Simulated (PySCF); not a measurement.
C4H5NS, SMILES c1(cscn1)C. Heavy atoms are numbered as in [CH3:1][c:2]1[cH:3][s:4][cH:5][n:6]1. Hydrogens are named by the atom that carries them.

Geometry: PBE-D3(BJ)/def2-SVP.

Method: PBE0/pcSseg-1 (PySCF).

GIAO shieldings, no solvent; atoms alike by connectivity are averaged. δ = σ(ref) − σ: ¹³C against TMS (σ = 186.3 ppm); ³³S against H2S (σ = 716.7 ppm); ¹⁵N against NH3 (σ = 267.4 ppm); ¹H against TMS (σ = 31.56 ppm), references at their B3LYP-D3(BJ)/def2-TZVP geometries, non-relativistic.

Estimate the chemical shifts. (An estimate is asked for; the answer gives what the named calculation found.)


```csv
nucleus,atoms,count,δ (ppm)
¹³C,C5 (CH),1,163.4
¹³C,C2,1,162.6
¹³C,C3 (CH),1,126.6
¹³C,C1 (CH3),1,22.8
³³S,S4,1,507.7
¹⁵N,N6,1,377.0
¹H,H on C5,1,8.90
¹H,H on C3,1,7.29
¹H,H on C1,3,3.11
```
